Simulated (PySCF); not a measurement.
This PySCF input asks for the NMR shieldings of `O1C[C@H](C#N)OB(O)C1`, C4H6BNO3; the geometry comes from GFN2-xTB.

```python
import basis_set_exchange as bse
import numpy as np
from pyscf import gto, dft
from pyscf.prop import nmr

atoms = """
N    -2.649671    2.378791   -0.406841
C    -1.873611    1.650355    0.007541
C    -0.890986    0.708886    0.512662
C    -1.182287   -0.706342   -0.033320
O    -0.243662   -1.621941    0.448694
C     1.081674   -1.345942   -0.023565
B     1.382073    0.224851   -0.120246
O     2.596619    0.664107   -0.481132
O     0.406437    1.140468    0.142539
H    -0.954035    0.691074    1.612385
H    -2.161861   -1.046096    0.308671
H    -1.168131   -0.669321   -1.133701
H     1.216365   -1.827937   -1.002990
H     1.751637   -1.850841    0.673607
H     2.685025    1.617878   -0.526217
"""
names = dict.fromkeys(["N", "C", "O", "B", "H"], "pcSseg-1")
basis = {el: gto.basis.parse(bse.get_basis(n, elements=[el], fmt="nwchem")) for el, n in names.items()}
mol = gto.M(atom=atoms, basis=basis, charge=0, verbose=0)
mf = dft.RKS(mol, xc="PBE0")
mf.grids.level = 2
mf.grids.alignment = dft.numint.BLKSIZE   # the property module wants whole blocks of grid points
mf.conv_tol = 1e-9
mf.kernel()

calc = nmr.RKS(mf)   # GIAO
C = mf.mo_coeff
Co = C[:, mf.mo_occ > 0]
resp = mf.gen_response(singlet=True, hermi=2)
def vind(x):   # induced exchange potential for any number of trial vectors
    d = np.einsum("pi,xij,qj->xpq", C, 2 * x.reshape(-1, C.shape[1], Co.shape[1]), Co, optimize=True)
    return np.einsum("xpq,pi,qj->xij", resp(d - d.transpose(0, 2, 1)), C, Co, optimize=True).ravel()
mo1, _ = nmr.rhf.solve_mo1(calc, with_cphf=vind)
sigma = calc.kernel(mo1)
for i, s in enumerate(sigma):   # ppm
    w = np.linalg.eigvalsh((s + s.T) / 2)
    print("%2d %-2s iso %8.1f  s11 %8.1f  s22 %8.1f  s33 %8.1f" % (i, mol.atom_pure_symbol(i), w.mean(), *w))
```

Q: Give the expected output.

A: 
```
 0 N  iso    -43.7  s11   -211.2  s22   -196.9  s33    277.1
 1 C  iso     66.2  s11    -49.3  s22    -47.3  s33    295.3
 2 C  iso    121.5  s11    105.9  s22    112.7  s33    145.8
 3 C  iso    113.4  s11     93.1  s22    101.8  s33    145.4
 4 O  iso    320.5  s11    277.3  s22    314.8  s33    369.4
 5 C  iso    126.3  s11     97.8  s22     99.7  s33    181.5
 6 B  iso     74.0  s11     55.7  s22     65.6  s33    100.9
 7 O  iso    218.2  s11    113.7  s22    256.3  s33    284.7
 8 O  iso    196.4  s11     50.5  s22    242.4  s33    296.4
 9 H  iso     26.8  s11     23.5  s22     25.6  s33     31.5
10 H  iso     27.7  s11     23.4  s22     27.6  s33     32.0
11 H  iso     28.2  s11     23.8  s22     28.1  s33     32.7
12 H  iso     27.9  s11     23.3  s22     27.1  s33     33.3
13 H  iso     27.8  s11     23.6  s22     26.7  s33     33.0
14 H  iso     27.3  s11     21.6  s22     23.3  s33     37.0
```

These numbers come from an equivalent density-fitted implementation of the same equations, which agrees with the script to about 0.01 ppm for H and up to a few tenths of a ppm for heavy atoms, so last digits may differ.

Size and cost of the density-fitted run: 183 basis functions, 30 s wall time on 1 thread of an Arm Neoverse V1, shared host; peak memory 0.82 GiB.
